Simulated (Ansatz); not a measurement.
`B/C=C/CO` + `O=[C](O)[GeH3]` → `BO[C](=O)[GeH3]` + `C=CCO`  (ligand exchange at a B–C bond)

Calculated with Ansatz (gas phase, PBE0-D4/def2-TZVP geometries, no zero-point term in ΔE). CCSD(T)/CBS is the MP2 limit (def2-TZVPP, def2-QZVPP) plus CCSD(T) − MP2 in def2-TZVPP, frozen cores. DFT in def2-TZVPP. B3LYP here is the variant with VWN-RPA as its local correlation; programs differ in this. HSE06 is defined as in plane-wave codes. For Ge outer-core shells are correlated without core-valence functions, which leaves a few kJ/mol of doubt a bond. Scalar relativity is left out up to krypton. One conformer a species, not always the lowest.

`B/C=C/CO`:

```xyz
12

B    -1.593   -1.349   -1.065
C    -1.012   -0.277   -0.141
C     0.312   -0.189    0.064
C     0.990    0.785    0.967
O     2.117    1.382    0.361
H    -0.841   -2.070   -1.658
H    -2.773   -1.486   -1.211
H    -1.648    0.429    0.393
H     0.981   -0.871   -0.460
H     0.273    1.535    1.326
H     1.373    0.254    1.845
H     1.821    1.856   -0.421
```

`O=[C](O)[GeH3]`:

Cartesian coordinates in Å:
```
O -0.410 -0.231 1.865
C -0.518 -0.018 0.690
O -1.691 0.290 0.109
Ge 0.978 -0.074 -0.633
H -2.364 0.296 0.809
H 0.667 -1.150 -1.679
H 1.088 1.298 -1.309
H 2.249 -0.411 0.148
```

`BO[C](=O)[GeH3]`:

Cartesian coordinates in Å:
```
B 0.732 -0.023 2.090
O 0.309 -0.493 0.878
C -0.591 0.193 0.090
O -1.461 0.862 0.548
Ge -0.273 -0.150 -1.850
H 1.414 -0.770 2.723
H 0.451 1.083 2.436
H -0.430 -1.654 -2.100
H 1.157 0.292 -2.182
H -1.307 0.661 -2.633
```

`C=CCO`:

Z-matrix (Å, degrees):
```
C
C 1 1.492
O 1 1.415 2 112.1
H 1 1.099 2 109.9 3 -124.6
H 1 1.094 2 110.3 3 117.1
C 2 1.326 1 124.1 3 122.6
H 2 1.088 1 115.7 3 -56.1
H 3 0.961 1 107.6 2 -55.7
H 6 1.086 2 121.2 1 0.9
H 6 1.084 2 121.9 1 -179.7
```

Question: Is it downhill or uphill in electronic energy at CCSD(T)/CBS, and by how much? (Estimate.)

Answer: Ansatz gave: Downhill: ΔE = -0.85 eV.

Question: What do these levels give: BLYP-D4, PBE0-D4, HSE06-D4, ωB97X-V, PBE0, B3LYP, CCSD/def2-SVP, CCSD(T)/def2-SVP, SCS-MP2/def2-TZVPP, MP2/def2-QZVPP, SCS-MP2/def2-QZVPP, CCSD/CBS(def2)? (Estimate.)

Answer: Ansatz gave: BLYP-D4 -0.80, PBE0-D4 -0.73, HSE06-D4 -0.73, ωB97X-V -0.81, PBE0 -0.73, B3LYP -0.81, CCSD/def2-SVP -0.96, CCSD(T)/def2-SVP -0.95, SCS-MP2/def2-TZVPP -0.86, MP2/def2-QZVPP -0.83, SCS-MP2/def2-QZVPP -0.86, CCSD/CBS(def2) -0.85 eV.

Largest T1 diagnostic among the species: 0.015.

Leaving LDA and LC-ωPBE aside and taking each functional with its dispersion term where it has one, the values, not all of them listed here, spread over 0.15 eV, from CAM-B3LYP-D4 to revPBE-D4. From BLYP to BHLYP (50 % exact exchange), in def2-TZVPP and without D4, ΔE moves by −0.05 eV. At CCSD(T), def2-SVP lies −0.11 eV from the extrapolated value and def2-TZVPP −0.01 eV.
